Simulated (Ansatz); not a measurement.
Reaction (redistribution): `[NH2][Ga]([F])[F]` + `[NH2][Ti]([NH2])([F])[F]` → `[NH2][Ga]([NH2])[F]` + `[NH2][Ti]([F])([F])[F]`

Computed with Ansatz on PBE0-D4/def2-TZVP structures; ΔE is electronic, products minus reactants. CCSD(T)/CBS adds triple-zeta CCSD(T) − MP2 to the extrapolated MP2 energy (def2 sets, frozen cores). Functionals use def2-TZVPP. For Ga, Ti outer-core shells are correlated without core-valence functions, which leaves a few kJ/mol of doubt a bond. Scalar relativity is left out up to krypton. One conformer a species, not always the lowest.

| level | ΔE (kJ/mol) | difference from CCSD(T)/CBS |
| --- | --- | --- |
| LDA (SPW92) | -63.6 | -9.6 |
| r2SCANh-D4 | -59.1 | -5.1 |
| BHLYP-D4 | -54.6 | -0.6 |
| ωB97M-V | -57.8 | -3.8 |
| B2PLYP | -54.8 | -0.8 |
| PBE0 | -58.5 | -4.5 |
| r2SCAN0 | -58.4 | -4.4 |
| RPA@PBE/def2-TZVPP | -52.8 | 1.2 |
| CCSD/def2-TZVPP | -53.9 | 0.1 |
| MP2/CBS(def2) | -53.7 | 0.3 |
| CCSD(T)/CBS | -54.0 | 0 |

What do rigid-rotor, harmonic-oscillator terms from PBE0-D4/def2-TZVP frequencies (298.15 K, 1 bar) make of the CCSD(T)/CBS value? (An estimate is asked.)

Ansatz gave: ΔZPE = +1.0 kJ/mol, ΔH = -52.5 kJ/mol, ΔS = 6 J/(mol·K), ΔG = -54.2 kJ/mol. Modes under 50 cm⁻¹ make the entropy rough.

Largest T1 diagnostic among the species: 0.024, so the coupled-cluster value is less sure than usual.

Leaving LDA and LC-ωPBE aside and taking each functional with its dispersion term where it has one, the values, not all of them listed here, spread over 5.4 kJ/mol, from r2SCAN-D4 to BHLYP-D4. LDA lies −4.1 kJ/mol from PBE without D4.
